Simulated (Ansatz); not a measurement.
Relaxation of CH4BClOS (9 atoms, charge 0, multiplicity 1), to a largest force component of 0.015 eV/Å in at most 40 steps.

Computed with RKS PBE/6-31G* (Ansatz 0.2.0).

```xyz
9
Properties=species:S:1:pos:R:3:forces:R:3
O 1.310 -0.307 -1.298 -0.69 0.12 -0.13
C 0.670 0.045 -0.079 1.90 1.85 -1.55
Cl 1.460 -0.842 1.215 0.39 -0.70 1.77
B -0.782 -0.366 -0.116 -2.61 -0.16 -0.16
S -2.205 0.898 0.150 0.37 0.11 -1.68
H 2.166 0.164 -1.299 0.18 0.10 -0.08
H 0.772 1.143 0.123 0.20 -0.45 0.13
H -1.114 -1.486 -0.313 0.05 -0.40 -0.11
H -2.312 1.172 -1.284 0.22 -0.48 1.81
```

Question: Where does it end, and by what steps?

Answer: The run converged. After 13 steps the energy has fallen by 1.282 eV; H9 moved furthest, 1.44 Å.

```tsv
step	energy less start (eV)	largest force component (eV/Å)	accepted
0	0.0000	2.605	yes
1	-0.3357	1.446	yes
2	-0.4838	0.969	yes
3	-0.6234	0.597	yes
4	-0.7692	1.026	yes
5	-0.9265	1.144	yes
6	-1.0801	0.958	yes
7	-1.1913	0.605	yes
8	-1.2457	0.326	yes
9	-1.2678	0.188	yes
10	-1.2797	0.184	yes
11	-1.2820	0.076	yes
12	-1.2823	0.021	yes
13	-1.2824	0.012	yes
```

```xyz
9
Properties=species:S:1:pos:R:3
O 1.565 -0.381 -1.249
C 0.779 0.181 -0.273
Cl 0.924 -0.755 1.405
B -0.760 -0.122 -0.464
S -1.946 1.165 -0.065
H 2.500 -0.132 -1.086
H 1.086 1.200 0.018
H -1.103 -1.190 -0.885
H -3.080 0.455 -0.302
```

Whether the end is a true minimum wasn't checked by a vibrational analysis.

The run took 100 s on 1 thread of Intel(R) Xeon(R) Processor @ 2.50GHz (Skylake/Cascade Lake), on a shared host, peak memory 0.18 GiB.
